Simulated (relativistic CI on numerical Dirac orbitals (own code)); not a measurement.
Calculated at this level of theory: Dirac-Coulomb-Breit CI, KLI orbitals optimised for each configuration, a model potential for QED, unscaled Slater integrals (own radial code, finite nucleus).

The strongest absorption lines from the ground level of an ion, among the configurations computed and to levels below about 14600 eV (vacuum wavelength in Å, gf): 0.8474 (0.086), 0.8731 (0.26), 0.9779 (0.49), 1.0838 (0.26), 1.1146 (0.98), 1.1271 (0.39), 1.2820 (2.3), 1.4128 (0.16).

Problem. Which ion is it?
A. Gd LV
B. Yb LXI
C. Os LXVII
D. Pb LXXIII

Solution. C. Os LXVII has 10 electrons and the ground level 2s²2p⁶ ¹S0; the strongest line goes to 2s²2p⁵3d ¹P°1. The pattern of lines fixes the number of electrons, and along that sequence the line energies rise steadily with the charge (about as its square where n changes within one kind of shell, about linearly where n is kept but much faster in heavy ions where fine structure, which grows about as Z⁴, sets the gap, and irregularly where shells cross), which fixes Z. Configurations outside the model, such as inner-shell arrays, can give stronger lines. At this charge energies of transitions that change n are usually good to better than 1 %, and those within a shell (Δn = 0) to a few per cent.

LS names give the leading component of a level, which can be under half, so a name can repeat, a term be missing and a line seem to break the LS rules.
